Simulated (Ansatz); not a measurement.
`[SiH3][TeH]` + `CB(O)F` → `CB(F)O[SiH3]` + H₂Te at 298.15 K and 1 bar (ligand exchange at the Si–Te bond).

Calculated with Ansatz (gas phase, PBE0-D4/def2-TZVP geometries, no zero-point term in ΔE). CBS: MP2 limit from def2 TZ/QZ plus the TZ coupled-cluster correction, frozen cores. Elements past krypton have def2 core potentials. For Te outer-core shells are correlated without core-valence functions, which leaves a few kJ/mol of doubt a bond. Each species was taken in one conformer, which may not be the lowest.

| species | CCSD(T)/CBS energy (Eh) | H − E (kJ/mol) | S (J/(mol·K)) |
| --- | --- | --- | --- |
| `[SiH3][TeH]` | -559.21313 | 96.9 | 297.5 |
| `CB(O)F` | -240.35473 | 169.4 | 294.8 |
| `CB(F)O[SiH3]` | -530.66692 | 215.7 | 363.9 |
| H₂Te | -268.91024 | 41.3 | 228.4 |

H − E and S are ideal-gas, rigid-rotor, harmonic terms from PBE0-D4/def2-TZVP, for one conformer and one mirror image of each species. 1 Eh = 2625.50 kJ/mol, R = 8.31446 J/(mol·K).

**Question.** By hand: ΔE, ΔH, ΔS and ΔG.

**Answer.** ΔE = (-530.66692) + (-268.91024) − (-559.21313) − (-240.35473) = -0.00930 Eh = -24.4 kJ/mol. Δ(H − E) = 215.7 + 41.3 − 96.9 − 169.4 = -9.3, so ΔH = -33.7 kJ/mol. ΔS = 363.9 + 228.4 − 297.5 − 294.8 = 0.0 J/(mol·K). ΔG = -33.7 − 298.15 × (0.0)/1000 = -33.7 kJ/mol.

**Question.** By hand: the equilibrium constant, and the temperature at which ΔG would vanish if ΔH and ΔS stayed fixed.

**Answer.** log₁₀ K = −ΔG/(RT ln 10) = 5.9. With ΔH or ΔS at zero there is no such temperature.

The number of gas molecules stays the same, so ΔS is small and ΔH decides. A doubt of 5 kJ/mol in ΔE shifts log₁₀ K by 0.9 here. Other conformers and mirror images would add mixing entropy, several J/(mol·K) or more a flexible species. Modes under 60 cm⁻¹, often nearly free rotors, make the harmonic entropy too high. These are equilibria of isolated gas molecules and say nothing of rates. Largest T1 diagnostic: 0.012 (customary marks: 0.02 for closed shells, 0.045 for open ones).

ΔS is within the doubt of such terms, so its sign, and with it that verdict, could turn.
